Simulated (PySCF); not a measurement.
A structure optimised at B3LYP-D3(BJ)/def2-SVP, used in a PySCF frequency run:

```xyz
9

C      1.1933     1.7563     0.0000
Ge    -0.0613     0.2877     0.0000
O     -1.7037     0.9401     0.0000
Cl     0.1925    -0.9888     1.7384
Cl     0.1925    -0.9888    -1.7384
H      1.0294     2.3661    -0.8996
H      2.2180     1.3612     0.0000
H      1.0294     2.3661     0.8996
H     -2.3897     0.2579     0.0000
```

Question: Write its SMILES, formula and point group.

Answer: [CH3][Ge]([OH])([Cl])[Cl], CH4Cl2GeO, Cs

Question: What are its rotational constants (standard atomic weights)?

Answer: 2.3102, 1.7182, 1.4179 GHz
